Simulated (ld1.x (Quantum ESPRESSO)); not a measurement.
What one change does to a pseudopotential (bismuth, TM)

```json
{"Element": "bismuth", "Generator": "ld1.x (Quantum ESPRESSO) 7.5", "Type": "norm-conserving Troullier–Martins (Kleinman–Bylander form)", "Functional": "PBEsol", "Relativity": "scalar-relativistic", "Frozen core": "[Xe] 4f14", "Valence charge": "15", "Reference configuration": "5d10 6s1.5 6p3.5", "Partial waves": "6s (bound): rc 1.60 bohr; 6p (bound): rc 2.40 bohr; 5d (bound): rc 1.80 bohr", "Local potential": "all-electron potential smoothed inside 1.30 bohr (lloc = -1)", "Core correction": "a·sin(br)/r model core inside 0.85 bohr"}
```

Change: local potential all-electron potential smoothed inside 1.50 bohr (lloc = -1).

Cutoffs: the cutoffs (Ry, on a coarse ladder) from which the occupation-weighted sum of valence levels, in a spherical-Bessel basis at the reference potential, stays within 10 and 1 mRy of its value at 400 Ry; they do not see the model core or the augmentation charge, which bear on the density cutoff. Errors are all-electron minus pseudo energies relative to the spin-unpolarised reference configuration.

Problem. Predict the effect on cutoff, ghosts and configuration errors.

Solution. The potential gets neither clearly harder nor softer (55 Ry and 100 Ry → 55 Ry and 100 Ry); both files keep a bound ghost (p, s); the number of tests that count goes from 7 to 5; of the 5 tests that both files solve, the error grows in 2 and shrinks in 1 by more than 15 % and 0.3 meV (median size 5.9 → 6.4 meV); the range in which the p phases agree widens (upper end 3.1 → 4.2).

| quantity | base | changed |
| --- | --- | --- |
| cutoff, loose | 55 Ry | 55 Ry |
| cutoff, tight | 100 Ry | 100 Ry |
| bound ghosts | s, p | s, p |
| tests counted (converged, no solver errors) | 7 of 7 | 5 of 7 |
| error for 5d10 6s2 6p3, meV [ΔE -5.01 eV] | 0.0 | -0.5 |
| error for 5d10 6s2 6p2, meV [ΔE 2.94 eV] | -5.9 | -6.4 |
| error for 5d10 6s2 6p1, meV [ΔE 18.23 eV] | -17 | -20 |
| error for 5d10 6s2 6p3.3, meV [ΔE -6.11 eV] | +1.4 | +0.3 |
| error for 5d10 6s2 6p0, meV [ΔE 41.58 eV] | -42 | -44 |
| s: phases at 2.59 bohr within 0.05 rad from the reference energy up to (Ry; the scan ends near 5) | 1.6 | 2.3 |
| p: phases at 2.59 bohr within 0.05 rad from the reference energy up to (Ry; the scan ends near 5) | 3.1 | 4.2 |
| d: phases at 2.59 bohr within 0.05 rad from the reference energy up to (Ry; the scan ends near 5) | to the end of the scan | to the end of the scan |

Changed file: Tests not counted: 5d9 6s2 6p3 (solver errors, printed error -1462 eV); 5d9 6s2 6p4 (solver errors, printed error -1920 eV). A true bound ghost makes a file unfit for plane-wave use even where its test errors are small: the radial tests pick states by their node count and pass the ghost by. Where a test does run into it, the solver fails or the error is huge.
